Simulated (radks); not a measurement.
Q: Coherent X-ray form factor from a spherical all-electron density. Calculated with a radial shooting solver on a logarithmic mesh with Libxc functionals: Dirac Kohn-Sham, LDA (Slater exchange, Perdew-Wang correlation), spin-unpolarised, spherical densities, point nucleus.

| sin(theta)/lambda (1/angstrom) | f0 (electrons) |
|---|---|
| 0.05 | 13.632 |
| 0.1 | 12.683 |
| 0.15 | 11.490 |
| 0.2 | 10.349 |
| 0.25 | 9.399 |
| 0.3 | 8.648 |
| 0.4 | 7.540 |
| 0.5 | 6.642 |
| 0.6 | 5.795 |
| 0.8 | 4.266 |
| 1 | 3.119 |
| 1.25 | 2.231 |
| 1.5 | 1.753 |
| 2 | 1.334 |

The species is in the configuration that NIST lists as its ground one. Which atom or ion scatters so?

A: The phosphorus ion P+, [Ne] 3s2 3p2. Extrapolating in s^2 from the first two rows gives f0(0) = 13.9, near the electron count 14; among species with that count, the fall with angle is slower the higher Z, and the table is that of Z = 15; from so few rows the species is fixed only to a neighbour or two.
